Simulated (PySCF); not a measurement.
Distorted geometries of BiF5

BiF5 (singlet). PySCF 2.14.0, RKS PBE, Bi def2-SVP with ECP60, F def2-SVP; non-relativistic Hamiltonian with scalar-relativistic core potentials where named; density fitting; no spin-orbit coupling. Relaxed geometry:

```xyz
6

Bi    0.0000    0.0000    0.0059
F     0.0000    0.0000    2.0284
F     2.0335    0.0000   -0.0677
F     0.0000    1.8282   -0.8719
F    -2.0335    0.0000   -0.0677
F     0.0000   -1.8282   -0.8719
```

**Question.** Order these distorted geometries by energy above the relaxed one, lowest first.
A.
```xyz
6

Bi    0.0021    0.0158    0.0105
F    -0.0026   -0.0485    2.0394
F     2.0568    0.0127   -0.0965
F    -0.0180    1.8354   -0.8489
F    -2.0073    0.0167   -0.0740
F    -0.0310   -1.8321   -0.8752
```
B.
```xyz
6

Bi    0.2083    0.0838    0.2374
F     0.1604   -0.1074    1.8626
F     2.1001    0.2341   -0.1174
F    -0.0719    1.7150   -0.7797
F    -2.1620   -0.0879   -0.0818
F    -0.2350   -1.8376   -0.9659
```
C.
```xyz
6

Bi    0.0641   -0.0057    0.0154
F    -0.0477    0.0684    2.1056
F     2.0345    0.1752   -0.0812
F     0.1219    1.6493   -0.8717
F    -2.1030   -0.0037   -0.0790
F    -0.0698   -1.8835   -0.9340
```

**Answer.** A (0.02 eV), C (0.67 eV), B (5.06 eV).

**Question.** Which forces (eV/Å) act in the one that lies 0.02 eV up?

**Answer.** 
```
Bi   0.77 -0.76  0.06
F    0.04  0.04 -0.16
F   -0.42  0.01  0.04
F    0.05  0.33 -0.13
F   -0.51  0.02  0.01
F    0.07  0.38  0.18
```
Forces carry noise of the integration grid, about 0.01 to 0.03 eV/Å.
